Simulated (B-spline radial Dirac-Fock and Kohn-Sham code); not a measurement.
ΔSCF core binding energies without Breit or QED terms, calculated with a radial atomic solver.

A sound run for the free praseodymium atom, [Xe] 4f3 6s2: The ground state converged in 13 iterations, with total energy -9238.15132 Ha, virial ratio 1.92982 and highest orbital energy -4.67 eV. ΔSCF binding energies: K (1s) 42155.9 eV, L3 (2p3/2) 5979.3 eV, M5 (3d5/2) 934.0 eV.

A second run, with one unsound setting: The ground state had not converged after 58 iterations, with total energy -9238.11112 Ha, virial ratio 1.92924 and highest orbital energy -3.85 eV. ΔSCF binding energies: K (1s) 42156.7 eV, L3 (2p3/2) 5980.0 eV, M5 (3d5/2) 934.7 eV (not all states converged, so these are not final).

```
iter   energy (Ha)        error
   1    -9228.56319734  2.00e+00
   2    -9231.82742181  5.71e-01
   3    -9232.35531026  5.41e-01
   4    -9232.84070336  5.12e-01
   5    -9233.28687907  4.84e-01
   6    -9233.69687609  4.57e-01
   7    -9234.07350958  4.32e-01
   8    -9234.41938615  4.08e-01
   9    -9234.73691807  3.85e-01
  17    -9236.49205744  2.54e-01
  25    -9237.35810280  1.64e-01
  33    -9237.77600658  1.05e-01
  41    -9237.97337242  7.42e-02
  49    -9238.06514663  5.18e-02
  57    -9238.10772301  3.61e-02
  58    -9238.11111752  3.45e-02
```

Q: Which fault fits the second run best?
A. box too small
B. spline order too low
C. damping too heavy
D. overfilled shell

A: C. The input had damp = 0.97; ndamp = 100: damp is so close to 1 that the orbitals hardly move in each step.
